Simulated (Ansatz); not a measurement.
A nudged elastic band was laid between two geometries of a periodic cell of 19 atoms, Be18Co (surface Be(0001), adsorbate Co).

Level of theory: DFT LDA, scalar-relativistic, plane waves, PAW in Ansatz. Settings: cutoff 420 eV, k mesh 6x4x1, gaussian smearing 0.05 eV, spin collinear.

```json
{"movable images": "3", "climbing image": "yes", "spring": "5.0 eV/Å²", "optimiser": "quadratic models (default)", "start path": "default", "force threshold": "0.2 eV/Å", "iteration limit": "13", "end points": "relaxed", "atoms held": "1 to 6"}
```

Image 0:

```xyz
19
Lattice="4.5800 0.0000 0.0000 3.4350 5.9496 0.0000 0.0000 0.0000 14.5884" Properties=species:S:1:pos:R:3
Be 0.000 0.000 1.000
Be 2.290 0.000 1.000
Be 1.145 1.983 1.000
Be 3.435 1.983 1.000
Be 2.290 3.966 1.000
Be 4.580 3.966 1.000
Be 0.004 1.384 2.792
Be 2.308 1.275 2.835
Be 1.206 3.296 2.774
Be 3.425 3.313 2.739
Be 2.243 5.259 2.773
Be 4.569 5.297 2.765
Be -0.093 0.142 4.463
Be 2.210 -0.037 4.732
Be 1.164 1.952 4.610
Be 3.411 2.029 4.634
Be 2.333 3.973 4.618
Be 4.668 3.845 4.433
Co 3.850 4.847 5.921
```

Image 4:

```xyz
19
Lattice="4.5800 0.0000 0.0000 3.4350 5.9496 0.0000 0.0000 0.0000 14.5884" Properties=species:S:1:pos:R:3
Be 0.000 0.000 1.000
Be 2.290 0.000 1.000
Be 1.145 1.983 1.000
Be 3.435 1.983 1.000
Be 2.290 3.966 1.000
Be 4.580 3.966 1.000
Be 0.018 1.275 2.837
Be 2.293 1.384 2.795
Be 1.133 3.313 2.738
Be 3.495 3.295 2.772
Be 2.279 5.299 2.765
Be 4.533 5.260 2.774
Be -0.080 -0.038 4.733
Be 2.198 0.142 4.469
Be 1.121 2.031 4.638
Be 3.454 1.953 4.611
Be 2.377 3.847 4.430
Be 4.614 3.968 4.612
Co 6.128 4.828 5.921
```

Q: What changes between the two ends?

A: The atom that moves furthest is Co19, by 2.28 Å.

Q: What energy profile does the band end with?

A: It converged. The highest image is number 1 of 0 to 4, 0.068 eV above the ends, which have the same energy within 2 meV. The threshold of 0.2 eV/Å is loose, so the images may lie well off the minimum-energy path. The order of the stationary point at the top wasn't checked. Limits of this set-up: coarse k mesh, thin slab, slab without dipole correction.

| image | path coordinate (Å) | energy (eV) |
| --- | --- | --- |
| 0 | 0.00 | 0.000 |
| 1 | 0.64 | 0.068 |
| 2 | 1.28 | 0.039 |
| 3 | 1.92 | 0.015 |
| 4 | 2.56 | 0.000 |

Q: What is the geometry of the highest image?

A: 
```xyz
19
Lattice="4.5800 0.0000 0.0000 3.4350 5.9496 0.0000 0.0000 0.0000 14.5884" Properties=species:S:1:pos:R:3
Be 0.000 0.000 1.000
Be 2.290 0.000 1.000
Be 1.145 1.983 1.000
Be 3.435 1.983 1.000
Be 2.290 3.966 1.000
Be 4.580 3.966 1.000
Be 0.014 1.358 2.823
Be 2.291 1.292 2.798
Be 1.200 3.286 2.748
Be 3.419 3.310 2.742
Be 2.275 5.280 2.802
Be 4.585 5.288 2.756
Be -0.024 0.071 4.565
Be 2.283 0.034 4.622
Be 1.180 1.963 4.646
Be 3.409 2.015 4.602
Be 2.339 4.022 4.722
Be 4.625 3.818 4.378
Co 4.427 4.895 5.961
```

Run time: 11 min on 2 threads of Arm Neoverse V1, on a shared host, peak memory 1.9 GiB.
